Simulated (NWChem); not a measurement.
C3H5BFN; SMILES FB1C=CCN1

```xyz
11

F      0.0705    -2.1600     0.0000
B      0.0697    -0.8183     0.0000
C      1.2775     0.1696     0.0000
C      0.7465     1.4063     0.0000
C     -0.7638     1.3893     0.0000
N     -1.0995    -0.0259     0.0000
H      2.3460    -0.0230     0.0000
H      1.2844     2.3516     0.0000
H     -1.1655     1.9095    -0.8840
H     -1.1655     1.9095     0.8840
H     -2.0659    -0.3153     0.0000
```
Atoms are numbered in this order, from 1.

Program: NWChem. Pople sets run with spherical d functions. STO-3G and 3-21G are far too small for this property and stand as cheap habits. Structure relaxed at the B3LYP/6-31G* (spherical d) level. Field at 589 nm.

Q: Among these, which level gives the highest value of “anisotropy (bohr³)”?
(A) B3LYP/6-31G*
(B) B3LYP/def2-SVP
(C) B3LYP/STO-3G

A: A, B3LYP/6-31G*. Values: B3LYP/STO-3G 26.1; B3LYP/def2-SVP 27.4; B3LYP/6-31G* 29.5
